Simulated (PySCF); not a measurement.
## Relaxation of doublet TaH₄

All numbers come from UPBE0 in PySCF with Ta def2-TZVP with ECP60, H def2-TZVP; scalar-relativistic core potentials, no spin–orbit coupling; density-fitted integrals. A (50,194) grid was used.

A start displaced from a saddle point along its imaginary mode, of D2d symmetry, held to at least that symmetry:

```xyz
5
charge 0 multiplicity 2, angstrom
Ta    0.0000    0.0000    0.0000
H     1.8601    0.0000   -0.1200
H     0.0000    1.8601    0.1200
H    -1.8601    0.0000   -0.1200
H     0.0000   -1.8601    0.1200
```

At each step, columns x, y, z (Å) and Fx, Fy, Fz (eV/Å):

```
step 0  E − E(last) = 246.40 kJ/mol
Ta   0.000   0.000   0.000   0.000   0.000   0.000
H    1.860   0.000  -0.120  -0.182   0.000  -0.778
H    0.000   1.860   0.120   0.000  -0.182   0.778
H   -1.860   0.000  -0.120   0.182   0.000  -0.778
H    0.000  -1.860   0.120   0.000   0.182   0.778
step 1  E − E(last) = 188.36 kJ/mol
Ta   0.000   0.000   0.000   0.000   0.000   0.000
H    1.843   0.000  -0.280  -0.509   0.000  -0.934
H    0.000   1.843   0.280   0.000  -0.509   0.934
H   -1.843   0.000  -0.280   0.509   0.000  -0.934
H    0.000  -1.843   0.280   0.000   0.509   0.934
step 2  E − E(last) = 125.02 kJ/mol
Ta   0.000   0.000   0.000   0.000   0.000   0.000
H    1.814   0.000  -0.451  -0.855   0.000  -0.695
H    0.000   1.814   0.451   0.000  -0.855   0.695
H   -1.814   0.000  -0.451   0.855   0.000  -0.695
H    0.000  -1.814   0.451   0.000   0.855   0.695
step 3  E − E(last) = 57.47 kJ/mol
Ta   0.000   0.000   0.000   0.000   0.000   0.000
H    1.736   0.000  -0.666  -0.961   0.000  -0.242
H    0.000   1.736   0.666   0.000  -0.961   0.242
H   -1.736   0.000  -0.666   0.961   0.000  -0.242
H    0.000  -1.736   0.666   0.000   0.961   0.242
step 4  E − E(last) = 19.32 kJ/mol
Ta   0.000   0.000   0.000   0.000   0.000   0.000
H    1.638   0.000  -0.811  -0.675   0.000  -0.012
H    0.000   1.638   0.811   0.000  -0.675   0.012
H   -1.638   0.000  -0.811   0.675   0.000  -0.012
H    0.000  -1.638   0.811   0.000   0.675   0.012
step 5  E − E(last) = 2.62 kJ/mol
Ta   0.000   0.000   0.000   0.000   0.000   0.000
H    1.543   0.000  -0.899  -0.204   0.000  -0.032
H    0.000   1.543   0.899   0.000  -0.204   0.032
H   -1.543   0.000  -0.899   0.204   0.000  -0.032
H    0.000  -1.543   0.899   0.000   0.204   0.032
step 6  E − E(last) = 0.13 kJ/mol
Ta   0.000   0.000   0.000   0.000   0.000   0.000
H    1.497   0.000  -0.948  -0.018   0.000  -0.026
H    0.000   1.497   0.948   0.000  -0.018   0.026
H   -1.497   0.000  -0.948   0.018   0.000  -0.026
H    0.000  -1.497   0.948   0.000   0.018   0.026
step 7  E − E(last) = 0.00 kJ/mol
Ta   0.000   0.000   0.000   0.000   0.000   0.000
H    1.486   0.000  -0.964  -0.002   0.000  -0.002
H    0.000   1.486   0.964   0.000  -0.002   0.002
H   -1.486   0.000  -0.964   0.002   0.000  -0.002
H    0.000  -1.486   0.964   0.000   0.002   0.002
```

It ends at D2d with Ta–H 1.771 Å (×4); H–Ta–H 107.2° (×4), H–Ta–H 114.1° (×2). A frequency run shows a minimum. Other isomers or separated fragments may lie lower.

Open d and f shells are described by one determinant, and the ground state may have another occupation or spin. Spin–orbit coupling, left out here, can matter for elements this heavy.

The relaxation took 10 s on 2 threads of a shared Arm Neoverse V1 host, with 64 basis functions and 8 gradients; the process peaked at 0.98 GiB. Launch command: `OMP_NUM_THREADS=2 python axn.py task.json out`.
